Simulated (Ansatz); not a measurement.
**FGeH5Si2: structure from calculated spectroscopic constants**

These gas-phase data were calculated for one isomer of FGeH5Si2 at PBE0-D3(BJ)/pcseg-1 (harmonic, unscaled wavenumbers; equilibrium rotational constants with average atomic masses):

| Item | Value |
| --- | --- |
| rotational constants | 4.06, 1.44, 1.093 GHz |
| all wavenumbers above 1500 cm⁻¹ | 2243, 2231, 2215, 2208, 2201 |

Candidates:

(1) `F[SiH2][Ge][SiH3]`, a singlet
(2) `F[SiH2][SiH2][GeH]`, a singlet

Question: Assign the data to one candidate and say why.

Answer: Candidate (1). 5 modes lie between 2000 and 2380 cm⁻¹, one for each Si–H bond, while (2) has 4.

The same quantities for all candidates:

```tsv
	rotational constants (GHz)	wavenumbers above 1500 cm⁻¹	E above the lowest, PBE0-D3(BJ)/pcseg-1 (kcal/mol)
(1)	4.06, 1.44, 1.093	2243, 2231, 2215, 2208, 2201	0.0
(2)	3.781, 1.855, 1.301	2276, 2260, 2240, 2227, 1912	0.8
```

Harmonic stretches to hydrogen usually lie a few per cent above observed fundamentals. Each candidate is one conformer. Programs: Ansatz 0.2.0.
